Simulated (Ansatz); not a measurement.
CH7OPSi can be A, `OC[SiH2]P`, or B, `C[SiH](O)P`.

Isolated molecules relaxed with PBE0-D4/def2-TZVP in Ansatz; ΔE leaves out vibrations. CCSD(T)/CBS adds triple-zeta CCSD(T) − MP2 to the extrapolated MP2 energy (def2 sets, frozen cores). Functionals use def2-TZVPP. B3LYP here is the variant with VWN-RPA as its local correlation; programs differ in this. Each species was taken in one conformer, which may not be the lowest.

A:

```xyz
11

O    -0.422   -1.298   -1.290
C    -1.068   -0.193   -0.681
Si   -0.312    0.284    0.990
P     1.918    0.618    0.875
H     0.511   -1.086   -1.384
H    -1.090    0.683   -1.345
H    -2.110   -0.490   -0.526
H    -0.930    1.547    1.480
H    -0.531   -0.790    1.996
H     2.177   -0.623    0.229
H     1.857    1.349   -0.344
```

B:

Z-matrix (Å, degrees):
```
C
Si 1 1.865
H 1 1.093 2 110.5
H 1 1.093 2 111.5 3 120.0
H 1 1.093 2 110.3 3 -119.7
O 2 1.652 1 112.1 3 174.5
P 2 2.258 1 107.8 3 -59.1
H 2 1.484 1 110.6 3 58.3
H 6 0.958 2 117.5 1 73.9
H 7 1.420 2 94.1 1 -164.6
H 7 1.423 2 93.6 1 -70.5
```

Which isomer does CCSD(T)/CBS put lower? Give the gap. (Best estimate.)

The calculation gave: B, by 210.0 kJ/mol.

Give E(B) − E(A) in kJ/mol with B3LYP, B3LYP-D4, CCSD/def2-TZVPP, r2SCAN-D4, B2PLYP, PBE0-D4, HF/def2-TZVPP. (Best estimate.)

Ansatz gave: B3LYP -203.2, B3LYP-D4 -203.4, CCSD/def2-TZVPP -208.2, r2SCAN-D4 -208.4, B2PLYP -209.0, PBE0-D4 -200.0, HF/def2-TZVPP -212.5. None reverses the order clearly.

Largest T1 diagnostic: 0.013.

From PBE to PBE0 (25 % exact exchange), in def2-TZVPP and without D4, E(B) − E(A) moves by −7.0 kJ/mol.
